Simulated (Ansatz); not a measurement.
CF2 (SMILES F[C]F) moved off its minimum; all values from Ansatz (a first-principles code), cores frozen in correlated methods. Open shells are unrestricted.
(charge 0, multiplicity 3)
```xyz
3

F     -1.04735    -0.19933     0.25116
C      0.06855     0.48587     0.12768
F      0.95368    -0.08503     0.00912
```

Forces at wB97M-V/def2-TZVPP (eV/Å):

```csv
atom,Fx,Fy,Fz
F1,-2.389,-0.459,0.283
C2,-20.918,14.221,2.815
F3,23.307,-13.762,-3.098
```

Question: Give the forces (eV/Å), the total energy and the dipole at CCSD(T)/aug-cc-pVTZ.

Answer: 
| atom | Fx | Fy | Fz |
|---|---|---|---|
| F1 | -2.439 | -0.529 | 0.288 |
| C2 | -21.354 | 14.653 | 2.876 |
| F3 | 23.793 | -14.124 | -3.164 |
Energy -237.2490 hartree, dipole 1.20 D.
